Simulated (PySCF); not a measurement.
C₄H₉F, SMILES CCCCF.

Coordinates come from a r2SCAN-D4/def2-SVP optimisation. The values are those of a single conformer.

Level of theory: PySCF with TDA-LC-ωPBE/def2-SVPD.

Vertical excitations. Gas-phase values at a fixed geometry.

| state | energy (eV) | λ (nm) | f | main pairs |
|---|---|---|---|---|
| S1 | 9.52 | 130 | 0.014 | HOMO→LUMO 50 %, HOMO→LUMO+1 15 % |
| S2 | 9.66 | 128 | 0.006 | HOMO−1→LUMO 61 % |
| S3 | 9.79 | 127 | 0.011 | HOMO−2→LUMO 44 %, HOMO−1→LUMO+1 11 %, HOMO→LUMO 8 %, HOMO−2→LUMO+1 8 % |
| S4 | 10.02 | 124 | 0.038 | HOMO→LUMO+1 30 %, HOMO→LUMO 18 %, HOMO−3→LUMO 18 %, HOMO→LUMO+3 5 % |
| S5 | 10.17 | 122 | 0.007 | HOMO→LUMO+2 21 %, HOMO→LUMO+3 12 %, HOMO→LUMO+5 10 %, HOMO→LUMO+1 9 % |
| S6 | 10.32 | 120 | 0.008 | HOMO−1→LUMO+2 15 %, HOMO−1→LUMO 8 %, HOMO−2→LUMO 8 %, HOMO−2→LUMO+5 7 % |
| S7 | 10.41 | 119 | 0.037 | HOMO−1→LUMO+1 23 %, HOMO−2→LUMO 17 %, HOMO−5→LUMO 11 %, HOMO−3→LUMO 7 % |
| S8 | 10.53 | 118 | 0.071 | HOMO−2→LUMO+1 35 %, HOMO−1→LUMO+2 23 %, HOMO−4→LUMO 9 %, HOMO→LUMO+2 7 % |
| S9 | 10.56 | 117 | 0.204 | HOMO−2→LUMO+2 30 %, HOMO−1→LUMO+2 22 %, HOMO−1→LUMO+1 12 %, HOMO−2→LUMO+1 5 % |
| S10 | 10.65 | 116 | 0.116 | HOMO→LUMO+2 47 %, HOMO→LUMO+3 24 % |
| T1 | 9.12 | 136 | 0 | HOMO→LUMO 34 %, HOMO→LUMO+1 15 %, HOMO−1→LUMO 9 %, HOMO−3→LUMO+1 7 % |
| T2 | 9.26 | 134 | 0 | HOMO−1→LUMO 48 %, HOMO−2→LUMO 10 % |
| T3 | 9.37 | 132 | 0 | HOMO−2→LUMO 33 %, HOMO−2→LUMO+1 7 %, HOMO−1→LUMO+1 6 %, HOMO→LUMO 6 % |
| T4 | 9.54 | 130 | 0 | HOMO→LUMO 22 %, HOMO−3→LUMO 12 %, HOMO→LUMO+3 7 %, HOMO→LUMO+5 7 % |
Triplets are in the Tamm–Dancoff approximation.
